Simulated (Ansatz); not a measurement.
`Clc1ccccc1` and `[CH3][In]([F])[c]1ccccc1` differ in one atom or group.

Ansatz, PBE0-D4/def2-TZVP geometries, multiplicity 1. Each molecule was computed in one conformer, which needn't be the lowest.

Elements past krypton have def2 core potentials.

```json
{"property": "HOMO energy (B3LYP/def2-TZVPP) / eV", "`Clc1ccccc1`": "-6.92"}
{"property": "LUMO energy (PBE0/def2-TZVPP) / eV", "`Clc1ccccc1`": "-0.55"}
{"property": "LUMO energy (B3LYP/def2-TZVPP) / eV", "`Clc1ccccc1`": "-0.74"}
{"property": "LUMO energy (PBE/def2-TZVPP) / eV", "`Clc1ccccc1`": "-1.46"}
{"property": "HOMO energy (PBE0/def2-TZVPP) / eV", "`Clc1ccccc1`": "-7.14"}
{"property": "HOMO energy (PBE/def2-TZVPP) / eV", "`Clc1ccccc1`": "-6.11"}
```

(1) What does the change do to each property? (Estimate.)

## Answers

(1) The calculation gave: 
```
                           property  `[CH3][In]([F])[c]1ccccc1`  shift
HOMO energy (B3LYP/def2-TZVPP) / eV                       -7.24  -0.32
 LUMO energy (PBE0/def2-TZVPP) / eV                       -1.38  -0.83
LUMO energy (B3LYP/def2-TZVPP) / eV                       -1.62  -0.88
  LUMO energy (PBE/def2-TZVPP) / eV                       -2.12  -0.66
 HOMO energy (PBE0/def2-TZVPP) / eV                       -7.46  -0.32
  HOMO energy (PBE/def2-TZVPP) / eV                       -6.49  -0.38
```

With PBE0 the HOMO falls by 0.32 eV and the LUMO falls by 0.83 eV, so the gap narrows by about 0.51 eV. PBE moves the HOMO by -0.38 eV and ωB97M-V by -0.35 eV.

B3LYP here is the variant with VWN-RPA as its local correlation; programs differ in this.
